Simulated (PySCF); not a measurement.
Bi(H)2(OH), H3BiO, SMILES [OH][BiH2], B3LYP/def2-SVP optimised geometry.

```
5

Bi    -0.78    -1.26     0.00
H      1.04    -1.26     0.00
H     -0.74    -1.48     1.81
O     -1.04     0.84     0.00
H     -0.44     1.26     0.64
```

Density from B3LYP/def2-TZVP, def2 effective core potentials past Kr (PySCF) at that geometry. The core electrons that the potentials of Bi replace are not part of the density.

Minimum of the electron density along straight lines between bonded atoms, close to the bond critical point (lines longer than 1.1 times the sum of covalent radii, or with two minima, are not listed):

| bond | length / Å | ρ at the minimum / e bohr⁻³ | ∇²ρ there / e bohr⁻⁵ | position (fraction from the first atom) |
|---|---|---|---|---|
| Bi1–H2 | 1.826 | 0.106 | 0.04 | 0.64 |
| Bi1–H3 | 1.826 | 0.106 | 0.04 | 0.64 |
| Bi1–O4 | 2.118 | 0.104 | 0.31 | 0.53 |
| O4–H5 | 0.968 | 0.354 | -2.29 | 0.80 |
